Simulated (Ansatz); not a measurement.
Program: Ansatz. Geometries: PBE0-D4/def2-TZVP. ΔE: electronic, gas phase. CCSD(T)/CBS is the MP2 limit (def2-TZVPP, def2-QZVPP) plus CCSD(T) − MP2 in def2-TZVPP, frozen cores. DFT in def2-TZVPP. B3LYP here is the variant with VWN-RPA as its local correlation; programs differ in this. For Br outer-core shells are correlated without core-valence functions, which leaves a few kJ/mol of doubt a bond. Scalar relativity is left out up to krypton. Each species was taken in one conformer, which may not be the lowest.

Reaction (ligand exchange at the Al–C bond): `[F][Al]([F])[CH]1CC1` + HBr → `[F][Al]([F])[Br]` + `C1CC1`

`[F][Al]([F])[CH]1CC1`:

Z-matrix (Å, degrees):
```
C
C 1 1.521
Al 1 1.906 2 120.4
C 1 1.521 2 58.3 3 109.2
H 1 1.086 2 113.9 3 -146.5
H 2 1.084 1 118.7 3 -1.2
H 2 1.083 1 116.8 3 141.9
F 3 1.643 1 123.5 2 -146.0
F 3 1.646 1 119.6 2 34.0
H 4 1.084 1 118.7 2 -108.1
H 4 1.083 1 116.8 2 108.9
```

HBr:

Z-matrix (Å, degrees):
```
Br
H 1 1.420
```

`[F][Al]([F])[Br]`:

```xyz
4

F     1.020   -1.102    0.810
Al    0.037    0.010    0.134
F    -0.502    1.247    1.051
Br   -0.555   -0.155   -1.995
```

`C1CC1`:

Cartesian coordinates in Å:
```
C 0.829 0.051 -0.238
C -0.624 0.193 -0.566
C -0.205 -0.243 0.804
H 1.369 -0.784 -0.668
H 1.417 0.953 -0.130
H -1.073 -0.545 -1.220
H -1.024 1.192 -0.681
H -0.320 0.460 1.619
H -0.369 -1.277 1.081
```

| level | ΔE (kJ/mol) | difference from CCSD(T)/CBS |
| --- | --- | --- |
| PBE-D4 | -132.0 | 9.5 |
| r2SCAN-D4 | -142.4 | -0.9 |
| PBE0-D4 | -138.8 | 2.7 |
| B3LYP-D4 | -137.5 | 4.0 |
| ωB97X-V | -140.1 | 1.4 |
| ωB97M-V | -138.7 | 2.8 |
| B2PLYP | -141.9 | -0.4 |
| PBE | -134.3 | 7.2 |
| r2SCAN | -143.3 | -1.8 |
| PBE0 | -141.0 | 0.5 |
| B3LYP | -141.0 | 0.5 |
| HF/def2-TZVPP | -161.2 | -19.7 |
| MP2/def2-TZVPP | -141.4 | 0.1 |
| SCS-MP2/def2-TZVPP | -141.7 | -0.2 |
| CCSD/def2-TZVPP | -141.1 | 0.4 |
| CCSD(T)/def2-TZVPP | -138.1 | 3.4 |
| HF/def2-QZVPP | -161.5 | -20.0 |
| MP2/def2-QZVPP | -143.4 | -1.9 |
| SCS-MP2/def2-QZVPP | -143.8 | -2.3 |
| HF/CBS(def2) | -161.6 | -20.1 |
| MP2/CBS(def2) | -144.8 | -3.3 |
| CCSD/CBS(def2) | -144.5 | -3.0 |
| CCSD(T)/CBS | -141.5 | 0 |

Largest T1 diagnostic among the species: 0.011.

From PBE to PBE0 (25 % exact exchange), in def2-TZVPP and without D4, ΔE moves by −6.7 kJ/mol. In def2-TZVPP, CCSD(T) changes the Hartree–Fock value by +23.1 kJ/mol (the triples alone add +3.0 kJ/mol) and MP2 by +19.8 kJ/mol.
